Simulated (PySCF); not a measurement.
# Diatomic cations of H with the fifth-period p block

PBE0 with triple-zeta basis sets in PySCF, for the lowest determinant that a PBE0 search found; no spin–orbit coupling. De refers to high-spin ground-configuration atoms (the charge goes to the atom of lower measured ionisation energy or higher electron affinity, which is not always the lowest computed limit). A positive dipole points towards H; it is taken about the centre of mass and depends on that origin.

```csv
M,basis,charged atom,state (unpaired electrons),Re (Å),ωe (cm⁻¹),De (eV),μ (D)
In,cc-pVTZ-PP/cc-pVTZ,In+,doublet (σ ↑),1.859,1051,0.31,0.31
Sn,cc-pVTZ-PP/cc-pVTZ,Sn+,singlet (closed shell),1.765,1830,2.69,0.04
Sb,cc-pVTZ-PP/cc-pVTZ,Sb+,doublet (π ↑),1.716,1993,2.70,0.39
I,cc-pVTZ/cc-pVTZ-PP,I+,doublet (π ↑),1.640,2220,3.33,1.16
```

The shortest bond is that of HI⁺ (1.640 Å), the longest that of InH⁺ (1.859 Å). HI⁺ is bound most strongly (3.33 eV) and InH⁺ least (0.31 eV).

The state changes along the series, so neighbouring rows are not always alike in their bonding.

Weak bonds: InH⁺. Basis-set superposition, not corrected here, can be much of De in a small basis, most of all at correlated wavefunction levels. These are scalar-relativistic numbers at best; spin–orbit coupling would shift them, the dissociation energy most. For an ion De counts to the pair picked by the measured ionisation energies or electron affinities, which need not be the lowest pair at this level. States were picked by a PBE0 search and need not be the measured ground states.
